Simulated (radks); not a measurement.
Task: Zr3+, 37 electrons, occupied as [Kr] 4d1. All-electron calculation, scalar-relativistic Kohn-Sham, r2SCAN, spin-polarised, spherical densities, finite nucleus; open shells are filled with parallel spins first (spin-orbit coupling, left out, can overturn this in heavy ions); meta-GGA in the generalised Kohn-Sham scheme; Fermi nuclear charge, rms radius 4.2694 fm. Program: a radial shooting solver on a logarithmic mesh with Libxc functionals. Some entries of the table are withheld. Estimate them.

orbital  occ.  eigenvalue (eV)  <1/r> (bohr^-1)
1s down     1        -17893.81            41.25
1s up       1        -17893.80            41.25
2s up       1        -2514.891            9.266
2s down     1        -2514.740            9.266
2p up       3        -2243.238            9.013
2p down     3        -2243.133            9.013
3s up       1        -440.4617            3.150
3s down     1        -440.4072            3.149
3p up       3        -351.0368            2.985
3p down     3        -350.9678            2.985
3d up       5        -204.8070            2.739
3d down     5        -204.6790            2.739
4s up       1         -83.4274              (1)
4s down     1         -82.6255              (2)
4p up       3         -60.4295           0.9886
4p down     3         -59.4631           0.9952
4d up       1         -28.2557           0.7178
4d down     0         -26.7241           0.7329

Result: 
(1) 4s up <1/r> (bohr^-1): 1.116
(2) 4s down <1/r> (bohr^-1): 1.121
